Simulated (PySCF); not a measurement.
C₄H₁₀O₂S.
Bonds: C1–C2, C2–C3, C3–S4, S4–C5, S4–O6 (double), S4–O7 (double). Hydrogens: H8, H9, H10 on C1; H11, H12 on C2; H13, H14 on C3; H15, H16, H17 on C5.

The same species was optimised twice, with GFN2-xTB and with PBE0-D3(BJ)/def2-SVP (PySCF), and the same property calculations (PySCF, gas phase) were run on both structures.

```csv
coordinate,GFN2-xTB,PBE0-D3(BJ)/def2-SVP,change
S4–C5 (Å),1.820,1.786,-0.034
S4=O6 (Å),1.437,1.462,+0.025
S4=O7 (Å),1.438,1.463,+0.025
C3–S4 (Å),1.825,1.803,-0.022
C2–C3 (Å),1.518,1.522,+0.004
C1–C2 (Å),1.524,1.521,-0.003
C1–C2–C3 (°),111.5,114.6,+3.1
O6–S4–O7 (°),117.6,120.4,+2.8
C2–C3–S4 (°),109.1,110.6,+1.5
C3–S4–O7 (°),110.2,108.9,-1.3
C3–S4–O6 (°),108.6,107.4,-1.2
C3–S4–C5 (°),103.4,104.2,+0.8
C5–S4–O6 (°),108.3,107.5,-0.8
C5–S4–O7 (°),107.8,107.2,-0.6
C1–C2–C3–S4 (°),73,64,-9
C2–C3–S4–C5 (°),167,162,-5
```

Rotational constants: A = 3829, B = 1559, C = 1490 MHz (GFN2-xTB) against A = 3798, B = 1573, C = 1498 MHz (PBE0-D3(BJ)/def2-SVP). Point groups within 0.08 Å: C1 and C1.

On the GFN2-xTB structure: HOMO (eV) -8.14 [PBE0/pcSseg-1]; LUMO (eV) 0.91 [PBE0/pcSseg-1]; dipole (D) 4.37 [PBE0/pcSseg-1]; GIAO shielding of C1 (ppm) 171.2 [PBE0/pcSseg-1]; GIAO shielding of C2 (ppm) 168.8 [PBE0/pcSseg-1]; GIAO shielding of C3 (ppm) 124.9 [PBE0/pcSseg-1]; GIAO shielding of S4 (ppm) 205.0 [PBE0/pcSseg-1]; GIAO shielding of C5 (ppm) 138.2 [PBE0/pcSseg-1]; GIAO shielding of O6/O7 (mean) (ppm) 122.2 [PBE0/pcSseg-1].

What do these properties become on the PBE0-D3(BJ)/def2-SVP structure?

| property | level | on GFN2-xTB | on PBE0-D3(BJ)/def2-SVP | change |
| --- | --- | --- | --- | --- |
| HOMO (eV) | PBE0/pcSseg-1 | -8.14 | -8.11 | +0.03 |
| LUMO (eV) | PBE0/pcSseg-1 | 0.91 | 0.79 | -0.12 |
| dipole (D) | PBE0/pcSseg-1 | 4.37 | 4.39 | +0.02 |
| energy, GFN2-xTB geometry as zero (kcal/mol) | PBE0/pcSseg-1 | 0.0 | -2.9 | -2.9 |
| GIAO shielding of C1 (ppm) | PBE0/pcSseg-1 | 171.2 | 169.7 | -1.5 |
| GIAO shielding of C2 (ppm) | PBE0/pcSseg-1 | 168.8 | 166.2 | -2.6 |
| GIAO shielding of C3 (ppm) | PBE0/pcSseg-1 | 124.9 | 124.7 | -0.2 |
| GIAO shielding of S4 (ppm) | PBE0/pcSseg-1 | 205.0 | 196.9 | -8.1 |
| GIAO shielding of C5 (ppm) | PBE0/pcSseg-1 | 138.2 | 138.2 | 0.0 |
| GIAO shielding of O6/O7 (mean) (ppm) | PBE0/pcSseg-1 | 122.2 | 112.2 | -10.0 |

The heavy atoms differ by 0.107 Å rms after alignment. Among bonds between heavy atoms S4–C5 changes most (-0.034 Å). Changes are differences of the printed values. Neither structure is proved a minimum here.

The values belong to the conformer `[CH3:1][CH2:2][CH2:3][S:4]([CH3:5])(=[O:6])=[O:7]`: C1–C2–C3–S4 64°, C2–C3–S4–C5 162°.
